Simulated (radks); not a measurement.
Isoelectronic series with 15 electrons, each ion in its NIST ground configuration. All-electron calculation, scalar-relativistic Kohn-Sham, PBE, spin-unpolarised, spherical densities, point nucleus. Program: a radial shooting solver on a logarithmic mesh with Libxc functionals. Total energies (hartree) and mean radii <r> (bohr):

ion    configuration  E (hartree)      3p      3s
P       [Ne] 3s2 3p3   -341.90216   2.373   1.896
Ar3+    [Ne] 3s2 3p3   -526.02164   1.396   1.291
Sc6+    [Ne] 3s2 3p3   -752.10691   1.022  0.9871
Cr9+    [Ne] 3s2 3p3  -1020.34594  0.8110  0.8017
Co12+   [Ne] 3s2 3p3  -1331.06057  0.6741  0.6757
Zn15+   [Ne] 3s2 3p3  -1684.65507  0.5772  0.5840
As18+   [Ne] 3s2 3p3  -2081.60533  0.5049  0.5140
Kr21+   [Ne] 3s2 3p3  -2522.45737  0.4486  0.4588
Mo27+   [Ne] 3s2 3p3  -3538.41407  0.3667  0.3770
Rh30+   [Ne] 3s2 3p3  -4114.98590  0.3358  0.3458
Cd33+   [Ne] 3s2 3p3  -4738.40452  0.3097  0.3191
Sb36+   [Ne] 3s2 3p3  -5409.62311  0.2872  0.2960
